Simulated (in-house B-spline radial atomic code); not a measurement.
Checks on a self-consistent run for the ruthenium ion Ru⁶⁺, [Ne] 3s1 3p6 3d10 4s2 4p6 4d3. Method: Dirac-Hartree-Fock, average of configuration, Fermi nucleus of rms radius 4.4809 fm. Calculated with an all-electron radial atomic-structure program (B-spline basis).

```csv
orbital,q,ε (Eh),<1/r>,<r²>,small-component weight
1s1/2,2,-822.38885,45.8783,0.00150891,0.025849
2s1/2,2,-124.92327,10.513,0.0248996,0.0053648
2p1/2,2,-115.48698,10.4665,0.0187691,0.0053514
2p3/2,4,-110.64223,9.92099,0.0201013,0.0051632
3s1/2,1,-26.72837,3.66163,0.183104,0.0014899
3p1/2,2,-22.74444,3.57187,0.177162,0.0014402
3p3/2,4,-21.87737,3.44247,0.186126,0.0013919
3d3/2,4,-15.46541,3.25761,0.167707,0.0012679
3d5/2,6,-15.29736,3.22404,0.17047,0.0012535
4s1/2,2,-6.83221,1.42164,1.063,0.00038758
4p1/2,2,-5.54256,1.31034,1.19828,0.00033541
4p3/2,4,-5.38722,1.27551,1.24911,0.00032478
4d3/2,1.2,-3.54920,1.07138,1.70352,0.00024255
4d5/2,1.8,-3.52825,1.06292,1.72576,0.0002398
```

Electron-electron repulsion V_ee = 1560.4314 hartree.

(1) What total energy follows from the eigenvalues?

(2) Does the Dirac virial theorem hold?

(3) What diamagnetic shielding (Lamb formula) and susceptibility (Langevin formula) do the radii give?

Answers

(1) The eigenvalues count the repulsion twice, so E = Σqε - V_ee = -2938.448 - 1560.431 = -4498.879 hartree; the run printed -4498.879.

(2) For a point nucleus E = -2c²Σq·w, with w the small-component weight. Here Σq·w = 0.11978 and c = 137.0360, so the ratio E/(-2c²Σq·w) is 1.000031; the finite nucleus accounts for the departure from 1.

(3) σ = (α²/3)Σq<1/r> = 244.114/(3·137.036²) = 4333.1 ppm, and χ = -0.79199×10⁻⁶·Σq<r²> = -14.11×10⁻⁶ cm³/mol with Σq<r²> = 17.816 bohr². Both are non-relativistic formulas without the paramagnetism of open shells.
